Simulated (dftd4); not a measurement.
hexafluoropropene (C₃F₆), singlet, at a GFN2-xTB geometry; D4 for pbe (dftd4).

Here is a job for dftd4.
```
$ dftd4 mol.xyz --func pbe --charge 0 --json dftd4.json --noedisp --grad

# file mol.xyz
9

F      2.49184748    -0.18829557     0.79842098
C      1.31418502     0.24683492     0.42467974
F      1.26067366     1.55824784     0.42112146
C      0.28229877    -0.52520184     0.08521556
F      0.37606850    -1.85663792     0.10149667
C     -1.06436063     0.03101770    -0.34154878
F     -1.61086992     0.78624932     0.61807922
F     -0.95447491     0.80748822    -1.42550070
F     -1.91799358    -0.94215242    -0.62584863
```

What does dftd4 print? Leave out banner, timings and long lists.


```
                    ____  _____ _____     ____  _  _
      -------------|  _ \|  ___|_   _|---|  _ \| || |------------
     |             | | | | |_    | | ___ | | | | || |_           |
     |             | |_| |  _|   | ||___|| |_| |__   _|          |
     |             |____/|_|     |_|     |____/   |_|            |
     |             ===================================           |
     |            E. Caldeweyher, S. Ehlert & S. Grimme          |
     |          Mulliken Center for Theoretical Chemistry        |
     |                    University of Bonn                     |
      -----------------------------------------------------------

Rational (Becke-Johnson) damping: pbe-D4-ATM
---------------------
  s6         1.0000
  s8         0.9595
  s9         1.0000
  a1         0.3857
  a2         4.8069
 alp        16.0000
--------------------

Dispersion energy:      -7.1097196053091E-03 Eh

Gradient norm:           5.5275635378159E-04 Eh/a0
--------------------------------------------------
     #    Z           dE/dx      dE/dy      dE/dz
--------------------------------------------------
     1    9 F     1.735E-04  2.923E-06  5.575E-05
     2    6 C     2.027E-04  2.843E-05  6.540E-05
     3    9 F     1.613E-04  1.510E-04  5.338E-05
     4    6 C     5.276E-06 -5.220E-05  1.152E-06
     5    9 F     4.335E-05 -2.086E-04  1.176E-05
     6    6 C    -1.258E-04 -8.524E-06 -4.048E-05
     7    9 F    -1.847E-04  6.950E-05  4.097E-05
     8    9 F    -1.267E-04  7.138E-05 -1.395E-04
     9    9 F    -1.489E-04 -5.390E-05 -4.837E-05
--------------------------------------------------

Virial:
--------------------------------------------------
      component           x          y          z
--------------------------------------------------
          x       3.322E-03  1.402E-04  9.448E-04
          y       1.402E-04  1.548E-03  5.713E-05
          z       9.448E-04  5.713E-05  6.886E-04
--------------------------------------------------

[Info] Dispersion results written to 'dftd4.txt'
[Info] JSON dump of results written to 'dftd4.json'
```
